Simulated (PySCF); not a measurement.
How methods differ on the ionisation energy of Sc

Sc [Ar] 3d1 4s2 (2D) → Sc+ [Ar] 3d1 4s1 (3D), as a difference of total energies. Calculation: PySCF 2.14, in x2c-TZVPall (6s5p4d1f, 48 functions); scalar relativity by spin-free X2C-1e. Correlated levels: valence: [Ar] frozen. The calculations carry no spin-orbit coupling.

```tsv
method	ionisation energy (eV)	error (eV)
UHF	5.394	-1.168
PBE0	6.389	-0.173
MP2 (valence)	6.054	-0.508
SCS-MP2 (valence)	6.189	-0.373
```

Reference: 6.562 eV (measured; NIST levels, between the centres of gravity of the two terms).

Errors of the correlated levels include the incompleteness of this basis and the frozen core.

MP2 underrates the near-degeneracy of ns² with np² in the lower species.
